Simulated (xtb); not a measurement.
hydrogen chloride (HCl), singlet, at a GFN2-xTB geometry.

xtb was given this input:
```
$ xtb mol.xyz --gfn 2 --alpb water --json

# file mol.xyz
2

Cl    -0.00000000    -0.00000000    -0.07094563
H      0.00000000     0.00000000     1.20607566
```

Task: What is the computed HOMO-LUMO gap (GFN2-xTB with ALPB(water) in xtb)?

Result: 9.96 eV

Task: Estimate the total energy that GFN2-xTB with ALPB(water) returns for this input.

Result: -5.0653 Eh

Task: What partial charges in atom order does GFN2-xTB with ALPB(water) give?

Result: Cl1 -0.47, H2 0.47

Task: What is the computed dipole moment (GFN2-xTB with ALPB(water))?

Result: 1.23 D
